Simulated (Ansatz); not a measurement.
System: SnH2, charge 0, multiplicity 1. 
Structure (B3LYP-D3(BJ)/def2-TZVP (Ansatz, a program for electronic structure) minimum search):
```xyz
3

Sn     0.0062     0.0000     0.0478
H     -0.1481    -1.2656    -1.1952
H     -0.1642     1.2649    -1.1939
```

Quantity: vertical triplet-singlet gap (E(triplet) - E(singlet); each state is the SCF solution reached for its spin; for the singlet the Hartree-Fock reference is unstable and T1 is 0.014), in kJ/mol. Cores are frozen in the correlated levels unless marked. UHF or UKS for open shells. Spin-orbit coupling is left out. Frozen are the shells of the preceding noble gas and the d and f shells that filled before the atom's block. In def2 rows, elements after Kr have scalar-relativistic effective core potentials. CBS marks a two-point X^-3 extrapolation of the correlation energy; Hartree-Fock from the larger set.

```json
[
 {"level": "PBE/def2-TZVPD", "program": "Ansatz", "vertical triplet-singlet gap (kJ/mol)": "147.1"},
 {"level": "r2SCAN/def2-TZVPD", "program": "Ansatz", "vertical triplet-singlet gap (kJ/mol)": "130.6"},
 {"level": "B3LYP/def2-TZVPD", "program": "Ansatz", "vertical triplet-singlet gap (kJ/mol)": "159.3"},
 {"level": "BHLYP/def2-TZVPD", "program": "Ansatz", "vertical triplet-singlet gap (kJ/mol)": "153.0"}
]
```

Q: Predict the CCSD(T)/CBS(def2-TZVPPD,def2-QZVPPD) result (Ansatz).

A: 139.8 kJ/mol, so BHLYP/def2-TZVPD differs from it by 13.2 kJ/mol.
